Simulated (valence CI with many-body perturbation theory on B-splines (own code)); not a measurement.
**E1 line list for Nb XXVII**

Level of theory: relativistic CI+MBPT: five valence electrons over a frozen Dirac-Fock core [Ne], a basis of 9 s, 9 p, 8 d, 6 f, 3 g, 1 h functions for each j, with the one-electron correlation potential Σ1 (screened to all orders), the two-electron term Σ2, the three-electron term Σ3, Breit, model QED; selected single and double excitations, second order for the rest (own B-spline code, finite nucleus).

No measured spectrum was set against this ion. As an estimate, large intervals hold to a few tenths of a per cent, small ones and those within an open d or f shell to about a per cent. Among the levels kept, up to 500 cm⁻¹ of a level comes from second order outside the variational space, and about a tenth of that is noise between levels of different J, which matters for small intervals.

Lines 1 to 50 of 181 in falling wavelength, among levels below 1571800 cm⁻¹, chosen from the strongest by gf and those to the six lowest levels. Wavelengths and rates use the calculated energies. Electric multipoles are in the length gauge, E1 and E2 with the static RPA response of the core. Weak lines are less certain than strong ones. Lines between different terms over intervals too small for the method are left out, as are lines whose strength nearly cancels. The highest levels of a list are the least certain.

Names give the largest LS component (configuration and term), which can be under half, so a name can repeat, a term be missing and a line seem to break the LS rules; names also repeat where a configuration has a term twice. Letters in brackets count levels of one name in rising energy.

| λ vac (nm) | Upper | Lower | A (s⁻¹) | log gf | Branch % |
| --- | --- | --- | --- | --- | --- |
| 32.22 | 3s.3p4 4P_5/2 | 3s2.3p3 2P°_3/2 | 5.05e+06 | -3.33 | 0.1 |
| 31.13 | 3s.3p3.3d 6D°_5/2 | 3s2.3p2.3d 4P_3/2 | 4.33e+07 | -2.42 | 1.6 |
| 28.63 | 3s.3p3.3d 6D°_7/2 | 3s2.3p2.3d 4P_5/2 | 1.59e+08 | -1.81 | 10.3 |
| 28.54 | 3s.3p3.3d 6D°_5/2 | 3s.3p4 2P_3/2 | 4.84e+07 | -2.45 | 1.8 |
| 26.89 | 3p5 2P°_3/2 | 3s2.3p2.3d 4P_3/2 | 1.12e+08 | -2.31 | 0.4 |
| 25.62 | 3s.3p4 4P_3/2 [a] | 3s2.3p3 2P°_3/2 | 1.51e+08 | -2.23 | 1.2 |
| 24.94 | 3p5 2P°_3/2 | 3s.3p4 2P_3/2 | 5.21e+08 | -1.71 | 1.8 |
| 24.33 | 3s.3p4 4P_1/2 | 3s2.3p3 2P°_3/2 | 9.88e+07 | -2.76 | 0.6 |
| 23.99 | 3s.3p3.3d 6D°_7/2 | 3s2.3p2.3d 4D_5/2 [b] | 7.13e+07 | -2.31 | 4.6 |
| 23.20 | 3s.3p3.3d 4F°_3/2 | 3s.3p4 2P_3/2 | 1.18e+08 | -2.42 | 1.1 |
| 22.76 | 3s.3p3.3d 6D°_3/2 | 3s2.3p2.3d 4D_3/2 | 1.17e+08 | -2.44 | 3.9 |
| 21.90 | 3s.3p3.3d 6D°_1/2 | 3s2.3p2.3d 4D_1/2 [b] | 3.14e+08 | -2.35 | 16.2 |
| 21.88 | 3s.3p3.3d 6D°_9/2 | 3s2.3p2.3d 4F_9/2 | 5.11e+08 | -1.44 | 36.6 |
| 21.20 | 3s.3p4 4P_3/2 [b] | 3s2.3p3 2P°_3/2 | 4.35e+07 | -2.93 | 0.8 |
| 21.04 | 3s.3p3.3d 6D°_5/2 | 3s2.3p2.3d 4F_7/2 | 9.87e+07 | -2.41 | 3.7 |
| 20.78 | 3s.3p3.3d 6D°_7/2 | 3s2.3p2.3d 4F_7/2 | 6.04e+08 | -1.50 | 39.1 |
| 20.39 | 3p5 2P°_3/2 | 3s2.3p2.3d 4D_3/2 | 6.57e+08 | -1.79 | 2.2 |
| 20.35 | 3s.3p3.3d 4F°_3/2 | 3s2.3p2.3d 4D_5/2 [b] | 3.12e+08 | -2.11 | 2.8 |
| 20.34 | 3s.3p3.3d 6D°_9/2 | 3s2.3p2.3d 4D_7/2 | 5.54e+08 | -1.46 | 39.6 |
| 20.02 | 3s.3p3.3d 6D°_3/2 | 3s2.3p2.3d 2F_5/2 | 2.41e+08 | -2.24 | 8.0 |
| 20.01 | 3s.3p3.3d 6D°_5/2 | 3s2.3p2.3d 2F_5/2 | 4.64e+08 | -1.78 | 17.2 |
| 19.93 | 3s.3p4 4P_5/2 | 3s2.3p3 2D°_5/2 | 7.88e+08 | -1.55 | 12.3 |
| 19.82 | 3s.3p3.3d 6D°_9/2 | 3s2.3p2.3d 4F_7/2 | 3.18e+08 | -1.73 | 22.7 |
| 19.77 | 3s.3p3.3d 6D°_7/2 | 3s2.3p2.3d 2F_5/2 | 1.00e+08 | -2.33 | 6.5 |
| 19.63 | 3p5 2P°_3/2 | 3s2.3p2.3d 4D_1/2 [b] | 3.86e+08 | -2.05 | 1.3 |
| 19.23 | 3s.3p3.3d 6D°_1/2 | 3s2.3p2.3d 4D_1/2 [a] | 3.21e+08 | -2.45 | 16.6 |
| 19.17 | 3s.3p3.3d 6D°_3/2 | 3s2.3p2.3d 4D_1/2 [a] | 1.93e+08 | -2.37 | 6.4 |
| 19.09 | 3s.3p4 2D_3/2 | 3s2.3p3 2P°_3/2 | 4.83e+07 | -2.98 | 0.2 |
| 19.01 | 3s.3p4 4P_3/2 [a] | 3s2.3p3 2P°_1/2 | 1.63e+07 | -3.45 | 0.1 |
| 18.86 | 3s.3p3.3d 6D°_3/2 | 3s2.3p2.3d 2P_3/2 [a] | 5.09e+08 | -1.96 | 16.9 |
| 18.85 | 3s.3p3.3d 6D°_5/2 | 3s2.3p2.3d 2P_3/2 [a] | 1.20e+08 | -2.42 | 4.5 |
| 18.79 | 3s.3p4 2D_5/2 | 3s2.3p3 2P°_3/2 | 1.13e+09 | -1.45 | 11.1 |
| 18.41 | 3s.3p4 4P_5/2 | 3s2.3p3 2D°_3/2 | 1.80e+09 | -1.26 | 28.1 |
| 18.29 | 3s.3p4 4P_1/2 | 3s2.3p3 2P°_1/2 | 1.95e+09 | -1.71 | 12.6 |
| 18.13 | 3s2.3p2.3d 4D_5/2 [a] | 3s2.3p3 2P°_3/2 | 6.97e+08 | -1.69 | 5.6 |
| 17.90 | 3s.3p3.3d 6D°_5/2 | 3s2.3p2.3d 4D_5/2 [a] | 1.01e+08 | -2.54 | 3.7 |
| 17.71 | 3s.3p3.3d 6D°_7/2 | 3s2.3p2.3d 4D_5/2 [a] | 1.89e+08 | -2.15 | 12.2 |
| 17.46 | 3p5 2P°_3/2 | 3s2.3p2.3d 4D_1/2 [a] | 1.47e+09 | -1.57 | 5.0 |
| 17.31 | 3s.3p3.3d 6D°_5/2 | 3s.3p4 2D_5/2 | 2.22e+08 | -2.22 | 8.3 |
| 17.26 | 3s2.3p2.3d 2P_3/2 [a] | 3s2.3p3 2P°_3/2 | 6.56e+08 | -1.93 | 8.0 |
| 17.23 | 3s.3p3.3d 4F°_3/2 | 3s2.3p2.3d 2F_5/2 | 1.22e+09 | -1.66 | 11.0 |
| 17.21 | 3p5 2P°_3/2 | 3s2.3p2.3d 2P_3/2 [a] | 3.07e+09 | -1.26 | 10.4 |
| 17.19 | 3s.3p4 4P_3/2 [a] | 3s2.3p3 2D°_5/2 | 1.51e+09 | -1.57 | 12.0 |
| 17.13 | 3s.3p3.3d 6D°_7/2 | 3s.3p4 2D_5/2 | 8.96e+07 | -2.50 | 5.8 |
| 17.01 | 3s2.3p2.3d 4D_1/2 [a] | 3s2.3p3 2P°_3/2 | 4.66e+08 | -2.39 | 2.2 |
| 16.46 | 3s.3p4 4P_3/2 [b] | 3s2.3p3 2P°_1/2 | 1.64e+07 | -3.57 | 0.3 |
| 16.42 | 3p5 2P°_3/2 | 3s2.3p2.3d 4D_5/2 [a] | 2.92e+09 | -1.33 | 9.9 |
| 16.39 | 3s2.3p2.3d 2F_5/2 | 3s2.3p3 2P°_3/2 | 4.38e+07 | -2.98 | 2.4 |
| 16.04 | 3s.3p4 4P_3/2 [a] | 3s2.3p3 2D°_3/2 | 3.40e+08 | -2.28 | 2.7 |
| 15.92 | 3p5 2P°_3/2 | 3s.3p4 2D_5/2 | 7.33e+09 | -0.95 | 24.7 |

How does gf follow from A for the line at 19.01 nm?

gf = 1.4992 × (2J+1)_upper × A / σ², with σ = 526134 cm⁻¹ and 2J+1 = 4: gf = 0.000352.
